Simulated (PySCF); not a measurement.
All values below come from M06-2X/def2-TZVP // B3LYP-D3(BJ)/def2-TZVP (PySCF). Gas-phase values, no solvent. One relaxed conformer stands for a flexible species; it need not be the lowest. Delta-SCF ions had no search for a lower state. Excitations are Tamm–Dancoff values on a coarser integration grid. The basis has no diffuse functions, so Rydberg states are missing or too high.

Reference species (SMILES): `BBCO` (neutral, multiplicity 1).

```json
{
 "S1–T1 gap (TDA)": "0.62 eV",
 "vertical ionisation energy (Delta-SCF)": "10.35 eV"
}
```

Changed species: `BC(O)B`.

Task: Predict the effect on the S1–T1 gap (TDA) and vertical ionisation energy (Delta-SCF).

Result: the S1–T1 gap (TDA) decreases by 0.21 eV, to 0.41 eV; the vertical ionisation energy (Delta-SCF) rises by 0.35 eV, to 10.70 eV.
